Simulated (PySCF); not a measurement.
## [Gd(H2O)4]3+ at several levels of theory

Computed with PySCF 2.14.0 (density fitting, no spin-orbit coupling) at the geometry relaxed with BP86:

```xyz
13
[Gd(H2O)4]3+ (singlet in the valence; each metal's 4f electrons, 7 of them, lie in its core potential, out of spins and levels)
Gd    0.0000    0.0000    0.0000
O     1.3859    1.2752    1.3422
H     1.3236    1.4371    2.3229
H     2.1972    1.7893    1.0790
O    -1.3858   -1.3422    1.2753
H    -2.1974   -1.0790    1.7892
H    -1.3235   -2.3229    1.4373
O     1.3859   -1.2752   -1.3422
H     2.1972   -1.7893   -1.0790
H     1.3236   -1.4371   -2.3229
O    -1.3858    1.3422   -1.2753
H    -1.3235    2.3229   -1.4373
H    -2.1974    1.0790   -1.7892
```

| level | basis | state | HOMO (eV) | gap (eV) | charge on Gd1 (e) | population of f-type functions on Gd1 (polarisation alone where 4f lies in the core) | dipole about the centre of mass (D) | largest force component (eV/Å) |
| --- | --- | --- | --- | --- | --- | --- | --- | --- |
| BP86 | Gd lcecp-1-SVP with ECP53, O def2-SVP, H def2-SVP | singlet | -22.39 | 6.16 | 1.62 | 0.05 | 0.00 | 0.00 |
| TPSSh | the same | singlet | -23.12 | 7.58 | 1.74 | 0.05 | 0.00 | 0.29 |
| BLYP | the same | singlet | -22.16 | 6.13 | 1.58 | 0.05 | 0.00 | 0.05 |
| PBE0 | the same | singlet | -24.16 | 8.96 | 1.77 | 0.05 | 0.00 | 0.54 |
| BP86 | Gd lcecp-1-TZVP with ECP53, O def2-TZVP, H def2-TZVP | singlet | -22.45 | 6.25 | 2.02 | 0.06 | 0.00 | 0.24 |
| PBE0 | Gd def2-SVP with ECP28, O def2-SVP, H def2-SVP | octet | -24.11 | 8.40 | 1.84 | 7.04 | 0.00 | 0.55 |

In the lcecp rows the 4f levels are missing from HOMO and gap, and the state counts the valence alone.

HOMO and gap are taken over both spins. Charges are Mulliken's, which hang on the basis. The relaxation used the grid (50, 194), these runs (75, 302) or, all-electron (x2c bases, spin-free X2C Hamiltonian), (99, 590).

(1) What does r2SCAN with Gd lcecp-1-SVP with ECP53, O def2-SVP, H def2-SVP give here?

An lcecp potential fixes the number of 4f electrons, so in runs with it no electron can move into or out of that shell.

Rows with open f shells in the valence may stand above their lowest state, and their gaps can end on f levels.

Answers

(1) state singlet, HOMO (eV) -22.73, gap (eV) 6.89, charge on Gd1 (e) 1.75, population of f-type functions on Gd1 (polarisation alone where 4f lies in the core) 0.05, dipole about the centre of mass (D) 0.00, largest force component (eV/Å) 0.41. Time: 24 s on 2 threads of Arm Neoverse N1, on a shared host, from an already converged density.
